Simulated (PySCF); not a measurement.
Exercise with solution: chemical shift, span and skew from a shielding tensor

BH₃N, SMILES B[NH] (connectivity only; charge and spin as stated), charge -1, multiplicity 1. Atoms are numbered in the order given.

```xyz
5

B     -0.0261    -0.6662     0.0000
N      0.1520     0.6911     0.0000
H      0.9435    -1.4330     0.0000
H     -1.1289    -1.2462     0.0000
H     -0.7482     1.1722     0.0000
```
Charge -1, spin multiplicity 1.

Coordinates come from a PBE0-D3(BJ)/def2-TZVPD optimisation. The multiplicity is an assumed one; other spin states were not compared. The isomer is the one that the SMILES or the coordinates give; other isomers of the formula were not compared.

GIAO shieldings from PBE0/pcSseg-2 (PySCF), non-relativistic, no solvent. The symmetric part of the tensor of N2 has the principal values -274.2, 30.0, 253.2 ppm. The same nucleus in NH3 has σ = 263.3 ppm at this level (PySCF, at its B3LYP-D3(BJ)/def2-TZVP geometry).

Task: Work out the isotropic shielding, the ¹⁵N shift against NH3, the span and the skew.

Result: 
σ(iso) = (σ11 + σ22 + σ33)/3 = 3.0 ppm. δ = σ(ref) − σ(iso) = 263.3 − (3.0) = 260.3 ppm.
Span Ω = σ33 − σ11 = 527.4 ppm. Skew κ = 3(σ(iso) − σ22)/Ω = -0.15. Tumbling in solution averages the tensor to δ; in a static solid the shielding alone would spread this spin-1/2 line over Ω.
